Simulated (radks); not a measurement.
Valence configurations of neutral scandium (all share [Ar]). Calculated with a radial shooting solver on a logarithmic mesh with Libxc functionals: scalar-relativistic Kohn-Sham, r2SCAN, spin-polarised, spherical densities, finite nucleus; open shells are filled with parallel spins first; meta-GGA in the generalised Kohn-Sham scheme; Fermi nuclear charge, rms radius 3.5459 fm. Energies are relative to 3d1 4s2; eigenvalues in eV for spin up.

valence          E (eV)  moment (Bohr magnetons)   e(3d)   e(4p)   e(4s)
3d1 4s2           0.000                        1  -3.418       -  -4.458
4s2 4p1           3.305                        1       -  -2.812  -6.255
4s1 4p2           5.129                        3       -  -3.525  -7.207
3d0.5 4s2 4p0.5   1.298                        1  -5.420  -2.170  -5.353
3d1 4s1 4p1       1.685                        3  -4.477  -2.416  -5.573
3d2 4s1           0.639                        3  -1.623       -  -4.174
3d1 4s0.5 4p1.5   3.254                        3  -4.983  -2.671  -5.791
3d1 4p2           4.805                        3  -5.481  -2.887       -
3d1.5 4s1.5       0.376                        2  -2.400       -  -4.338
3d1.5 4s0.5 4p1   2.390                        3  -3.360  -2.171  -5.049

NIST lists [Ar] 3d1 4s2 as the ground configuration; this level of theory agrees among the configurations tried. The energies are those of spherical high-spin densities, not of single terms.
